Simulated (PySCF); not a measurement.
PbFCl, SMILES [F][Pb][Cl] (connectivity only; charge and spin as stated), neutral, multiplicity 1.

The structure is a stationary point at r2SCAN-D4/def2-TZVP. The def2 effective core potentials stand for the cores of Pb; spin–orbit coupling is left out.

The numbers are results of IEF-PCM-M06-2X/def2-SVP in PySCF, not measurements.

The values are the electrostatic part of the solvation free energy, E(continuum) − E(gas) at the gas-phase geometry, in a cavity of scaled van der Waals radii (PySCF's table); cavitation and dispersion terms are not included. A continuum can't describe solvent molecules that bind to the metal. In vacuum the orbital gap is 7.39 eV. The dipole moment in vacuum is 5.00 D.

Question: Estimate the values in water (ε = 78.36), diethylether (ε = 4.24), tetrahydrofuran (ε = 7.43). (The exact figures need the calculation; the answer reports its results.)

Answer: 
```tsv
solvent	ε	ΔG(elec) (kcal/mol)	dipole (D)	gap (eV)
water	78.36	-14.8	6.63	7.98
diethylether	4.24	-10.0	6.10	7.79
tetrahydrofuran	7.43	-12.0	6.32	7.87
```
